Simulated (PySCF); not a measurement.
Species: C2H8BFS.
Atom-mapped SMILES: `[BH3-:1][S@+:2]([CH3:3])[CH2:4][F:5]` (hydrogens: H6, H7, H8 on B1; H9, H10, H11 on C3; H12, H13 on C4)

A GFN2-xTB structure was refined with PySCF 2.14.0, PBE0-D3(BJ)/def2-SVP geometry optimisation, gas phase. Its GFN2-xTB values:

```
 coordinate  GFN2-xTB
      B1–S2   2.001 Å
      B1–H6   1.194 Å
      B1–H7   1.161 Å
      S2–C3   1.825 Å
      S2–C4   1.798 Å
      C3–H9   1.059 Å
      C4–F5   1.394 Å
     C4–H12   1.106 Å
     C4–H13   1.066 Å
   B1–S2–C3    103.5°
   B1–S2–C4     97.0°
   S2–C4–F5    110.9°
   C3–S2–C4     98.2°
B1–S2–C4–F5      170°
```

Task: How do these coordinates change at the PBE0-D3(BJ)/def2-SVP level?

Result: 
```
 coordinate  PBE0-D3(BJ)/def2-SVP (Å or °)  change
      B1–H7                          1.220  +0.059
      B1–S2                          1.947  -0.054
      C4–F5                          1.354  -0.040
      C3–H9                          1.098  +0.039
     C4–H13                          1.101  +0.035
      B1–H6                          1.223  +0.029
      S2–C3                          1.799  -0.026
      S2–C4                          1.814  +0.016
     C4–H12                          1.102  -0.004
   B1–S2–C4                          100.8    +3.8
   B1–S2–C3                          104.8    +1.3
   C3–S2–C4                           99.3    +1.1
   S2–C4–F5                          111.1    +0.2
B1–S2–C4–F5                            173      +3
```

The energy falls by 19.0 kJ/mol over 10 energy and gradient evaluations, the largest force component goes from 0.0425 to 3.7e-04 Eh/bohr, and the atoms move by 0.071 Å rms after alignment. The bond that changes most is B1–H7 (four-coordinate boron to B–H hydrogen), which lengthens by 0.059 Å. Bonds longer at the end by more than 0.005 Å: 7 of 12; shorter: 4. Rotational constants go from 5637, 2767, 2173 to 5805, 2768, 2164 MHz.

The run used 114 basis functions and 64 SCF cycles in all. The run took 43 s of wall time on an Arm Neoverse V2 with one thread, shared host with 32 logical CPUs at a one-minute load of 26, and the process peaked at 0.48 GiB of memory.

Stationary, but not proved a minimum. The numbers are those of one conformer.

The values belong to the conformer `[BH3-:1][S@+:2]([CH3:3])[CH2:4][F:5]`: B1–S2–C4–F5 173°.
